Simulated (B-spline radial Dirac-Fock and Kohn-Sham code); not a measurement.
Elastic scattering of 100 keV electrons by atomic magnesium

These are calculated numbers from a B-spline atomic structure program; the model is relativistic (Dirac) partial waves in the static field of the Dirac-Fock atom with Furness-McCarthy exchange, without polarisation or absorption potentials.

| θ (°) | dσ/dΩ (a₀²/sr) | Sherman function |
| --- | --- | --- |
| 0 | 138 | 0.000 |
| 1 | 13.1 | 0.000 |
| 2 | 2.59 | 0.000 |
| 3 | 0.885 | 0.000 |
| 5 | 0.160 | 0.000 |
| 7 | 0.0453 | 0.000 |
| 10 | 0.0117 | 0.000 |
| 15 | 0.00253 | 0.000 |
| 20 | 0.000846 | -0.001 |
| 25 | 0.000358 | -0.001 |
| 30 | 0.000177 | -0.002 |
| 40 | 5.82e-05 | -0.004 |
| 50 | 2.47e-05 | -0.007 |
| 60 | 1.24e-05 | -0.010 |
| 70 | 6.98e-06 | -0.014 |
| 80 | 4.30e-06 | -0.018 |
| 90 | 2.85e-06 | -0.021 |
| 100 | 2.00e-06 | -0.024 |
| 110 | 1.48e-06 | -0.025 |
| 120 | 1.14e-06 | -0.026 |
| 130 | 9.21e-07 | -0.025 |
| 140 | 7.73e-07 | -0.022 |
| 150 | 6.75e-07 | -0.018 |
| 160 | 6.13e-07 | -0.013 |
| 170 | 5.79e-07 | -0.007 |
| 180 | 5.68e-07 | 0.000 |

Q: What integrated cross sections go with this distribution?

A: The total elastic cross section is 0.0721 a₀², the first transport cross section 0.000140 a₀² and the second, weighted with (3/2) sin²θ, 0.000367 a₀². The mean deflection is ⟨1 − cos θ⟩ = 0.00194, and 0.011 % of the collisions scatter beyond 90°.
